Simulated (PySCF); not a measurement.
In(F) cation (FIn), SMILES [F][In] (connectivity only; charge and spin as stated), charge +1, multiplicity 2. Atoms are numbered in the order given.

```xyz
2

In     0.0000     0.0000    -0.3005
F      0.0000     0.0000     1.6360
```
Charge +1, spin multiplicity 2.

The structure is a stationary point at B3LYP-D3(BJ)/def2-TZVP. The spin state was assumed, not searched. The def2 effective core potentials stand for the cores of In; spin–orbit coupling is left out.

All values below come from B3LYP-D3(BJ)/def2-TZVP in PySCF.

Frequencies are harmonic and unscaled.

```json
[
 {"mode": "1", "ν (cm⁻¹)": "536", "IR (km/mol)": "7.3", "moving atoms (share of kinetic energy)": "F 86 %, In 14 %"}
]
```
